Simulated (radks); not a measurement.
Ionisation of the lead ion Pb+, [Hg] 6p1, to [Hg] as the strength of local exchange is varied. All-electron calculation, scalar-relativistic Kohn-Sham, Slater X-alpha exchange (alpha = 2/3 is LDA exchange), no correlation, spin-polarised, spherical densities, finite nucleus; open shells are filled with parallel spins first (spin-orbit coupling, left out, can overturn this in heavy ions); Fermi nuclear charge, rms radius 5.5012 fm. Program: a radial shooting solver on a logarithmic mesh with Libxc functionals.

alpha  E(Pb+) (hartree)  exchange (hartree)  IE (eV)  -e of the level emptied (eV)  <r> of it (bohr)
0.611       -20825.3109           -335.2193   12.453                    9.083 (6p)             3.101
0.667       -20856.2460           -366.5051   12.932                    9.547 (6p)             3.049
0.709       -20879.4786           -390.0312   13.296                    9.902 (6p)             3.011
0.849       -20957.1133           -468.8336   14.546                   11.129 (6p)             2.894
0.864       -20965.4489           -477.3115   14.683                   11.264 (6p)             2.882
0.938       -21006.6210           -519.2346   15.368                   11.942 (6p)             2.826

NIST Atomic Spectra Database: 15.032 eV (measured). The Delta-SCF value meets it near alpha = 0.90. Open shells are spherical and high-spin; term and fine-structure splittings are not resolved. Spin-orbit splitting is averaged out at the scalar-relativistic level.
